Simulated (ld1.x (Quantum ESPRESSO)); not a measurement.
## Os, ultrasoft: configuration errors across variants

| Property | Result |
| --- | --- |
| Element | Os |
| Generator | ld1.x (Quantum ESPRESSO) 7.5 |
| Type | ultrasoft |
| Functional | PW91 |
| Relativity | scalar-relativistic |
| Frozen core | [Xe] 4f14 |
| Valence charge | 8 |
| Reference configuration | 5d6 6s2 6p0 |
| Partial waves | 6s (bound): rcut 2.15, rcutus 2.95 bohr; 6s channel at -0.1 Ry: rcut 2.15, rcutus 2.95 bohr; 6p (bound, empty): rcut 3.20, rcutus 3.50 bohr; 6p channel at 1.3 Ry: rcut 3.20, rcutus 3.50 bohr; 5d (bound): rcut 1.95, rcutus 2.10 bohr; 5d channel at 0.45 Ry: rcut 1.95, rcutus 2.10 bohr; 5f channel at 0.3 Ry: rcut 2.10, rcutus 2.70 bohr; 5f channel at 2.2 Ry: rcut 2.10, rcutus 2.70 bohr |
| Local potential | all-electron potential smoothed inside 2.15 bohr (lloc = -2) |
| Core correction | Bessel-smoothed model core, default radius (core density twice the valence density) |
| Augmentation charge | built from norm-conserving waves at rcut, not smoothed further |

All-electron excitation energies from the reference (eV): (1) 5d6 6s1 6p0 9.648; (2) 5d6 6s0 6p0 26.642; (3) 5d5 6s0 6p0 55.569; (4) 5d6 6s0 6p1 15.823; (5) 5d5 6s2 6p0 11.141; (6) 5d6 6s0 6p2 10.515; (7) 5d6.5 6s1.5 6p0 0.058.

The overlap operator is not positive definite (basis up to 400 Ry) in “all radii but the core radius scaled by about 1.41 (s 4.16, p 4.94, d 2.96, f 3.82 bohr, rcut 3.04/4.52/2.76/2.96); local potential all-electron potential smoothed inside 3.04 bohr (lloc = -2)”. Such files are unfit for use, however small their errors in these radial tests.

3 further variants failed, have other tests or another functional or relativity, and are left out.

A true bound ghost makes a file unfit for plane-wave use even where its test errors are small: the radial tests pick states by their node count and pass the ghost by.

Errors AE − PS in meV (a dash: test not solved or not reliable):

| change | (1) | (2) | (3) | (4) | (5) | (6) | (7) | bound ghosts |
| --- | --- | --- | --- | --- | --- | --- | --- | --- |
| base | -12 | -54 | -104 | +109 | -38 | +21 | -12 | p |
| all radii but the core radius scaled by about 1.41 (s 4.16, p 4.94, d 2.96, f 3.82 bohr, rcut 3.04/4.52/2.76/2.96); local potential all-electron potential smoothed inside 3.04 bohr (lloc = -2) | – | – | – | – | – | – | – | not determined (overlap not positive) |
| type RRKJ; waves now 6s (bound): rc 2.95 bohr; 6p (bound): rc 3.50 bohr; 5d (bound): rc 2.10 bohr; 5f channel at 0.3 Ry: rc 2.70 bohr; local potential all-electron potential smoothed inside 2.45 bohr (lloc = -1); rho0 0.001 | -9.8 | -52 | -113 | -24 | +17 | -26 | -14 | none |
| waves 5f channel at 0.3 Ry: rcut 2.10, rcutus 3.16 bohr; 5f channel at 2.2 Ry: rcut 2.10, rcutus 3.16 bohr | -12 | -54 | -104 | +109 | -38 | +21 | -12 | p |
| waves 6p (bound): rcut 3.20, rcutus 3.44 bohr; 6p channel at 1.3 Ry: rcut 3.20, rcutus 3.44 bohr | -12 | -54 | -104 | +109 | -38 | +21 | -12 | p |
| waves 6s (bound): rcut 2.15, rcutus 3.62 bohr; 6s channel at -0.1 Ry: rcut 2.15, rcutus 3.62 bohr | -12 | -54 | -104 | +109 | -20 | +21 | – | p |
| wave 6p channel at 1.3 Ry: rcut 3.20, rcutus 3.50 bohr becomes 6p channel at 4.61 Ry: rcut 3.20, rcutus 3.50 bohr | -12 | -54 | -104 | – | – | – | – | p |

Problem. Give the same row for: local potential all-electron potential smoothed inside 1.40 bohr (lloc = -2).

Solution. -12, -54, -104, –, –, –, –; bound ghosts: s, p.
